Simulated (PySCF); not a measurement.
## Two-component Hartree-Fock for Pd⁴²⁺ (palladium, charge +42)

Start: [He] 2s2. Calculated with PySCF 2.14 in an even-tempered Gaussian basis (17 s from 5 bohr⁻², ratio 2.6; 13 p from 6.5 bohr⁻², ratio 2.6; 7 d from 6.7 bohr⁻², ratio 2.8; 4 f from 130 bohr⁻², ratio 2.8): generalised Hartree-Fock with the X2C-1e Hamiltonian and a Gaussian nucleus; spin-orbit coupling (SO) screened by Boettger's factors.

| spinor shell | electrons | ε, screened SO (eV) | weight of nominal j (screened SO) | rms radius, screened SO (bohr) |
| --- | --- | --- | --- | --- |
| 1s1/2 | 2 | -28310.8 | 1.000 | 0.0363 |
| 2s1/2 | 2 | -6757.2 | 1.000 | 0.140 |

```
   quantity  screened SO
E (hartree)  -2652.20197
        M_J            0
       ⟨J²⟩        0.000
       ⟨L²⟩        0.000
       ⟨S²⟩        0.000
```

Breit and QED terms are absent; they matter most for the inner s and p1/2 levels.

Densities and radii are taken from the X2C orbitals without a picture-change correction, which distorts them close to the nucleus.
